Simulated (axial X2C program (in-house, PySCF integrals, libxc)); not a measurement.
## Spectroscopic constants of HgF⁺

Computed with an in-house relativistic program for diatomic molecules. Spin-free means the one-electron spin-free X2C Hamiltonian; two-component (2c) means X2C with spin–orbit coupling and atomic mean-field two-electron Coulomb and Gaunt terms, so the difference of the two also holds small scalar two-electron terms. Basis: Hg dyall-v3z [13s14p9d6f2g], F dyall-v3z [6s5p2d1f] (cores contracted in-house); Gaussian nuclei, density fitting, unrestricted open shells. Masses: Hg 201.971 u, F 18.998 u.

State, spin-free: M_S = 0, Λ = 0 (closed shell); electrons by block: σα: 16, σβ: 16, π+α: 9, π+β: 9, π-α: 9, π-β: 9, δ+α: 4, δ+β: 4, δ-α: 4, δ-β: 4, φ+α: 1, φ+β: 1, φ-α: 1, φ-β: 1. Fragments: Hg+ + F.

State, 2c: Ω = 0 (closed shell); electrons by block: 1/2: 25, -1/2: 25, 3/2: 13, -3/2: 13, 5/2: 5, -5/2: 5, 7/2: 1, -7/2: 1. Fragments: Hg+ + F.

```tsv
Hamiltonian	level	Re (Å)	ωe (cm⁻¹)	Be (cm⁻¹)	De (eV)	D0 (eV)	μ (D)
spin-free	PBE0	1.911	609.0	0.2658	1.64	1.60	-3.72
spin-free	HF	1.908	660.0	0.2666	-0.316	-0.357	-5.27
spin-free	MP2	1.908	620.4	0.2666	1.69	1.66	n/a
spin-free	PBEsol	1.910	593.3	0.266	2.48	2.44	-3.10
spin-free	B97-3	1.924	593.3	0.2622	1.65	1.61	-3.83
2c	PBE0	1.908	611.6	0.2667	1.66	1.62	-3.69
2c	HF	1.906	661.5	0.2673	-0.314	-0.355	-5.24
2c	MP2	1.906	621.9	0.2674	1.70	1.66	n/a
2c	PBEsol	1.907	596.9	0.2671	2.51	2.47	-3.07
2c	B97-3	1.921	595.8	0.2631	1.67	1.63	-3.80
```

Correlated methods: 18 electrons correlated (number of frozen shells: Hg 5 s, 4 p, 2 d, 1 f; F 1 s), 236 virtual spin orbitals or spinors in MP2.

Dipoles are positive if F is the positive end and refer to the centre of mass.

Occupations by symmetry block were frozen at the best pattern of an incomplete PBE0 search. The closed shell is kept restricted, so the energy runs too high when the bond is stretched far. Dissociation energies refer to the lowest single-determinant-based atoms at the same level and basis. In 2c an atomic determinant is not the ground J level, so De misses part of the atomic spin–orbit lowering. This holds for PBE0, PBEsol, B97-3. Without a current term, density functionals place determinants with orbital angular momentum somewhat too high.

Rough cost a point (2c) on 1 thread(s) of a shared host, integrals apart: PBE0 0.9 s, HF 0.7 s, PBEsol 0.4 s, B97-3 0.9 s.

The whole task took 120 s on 1 thread of Arm Neoverse N1, on a shared host.
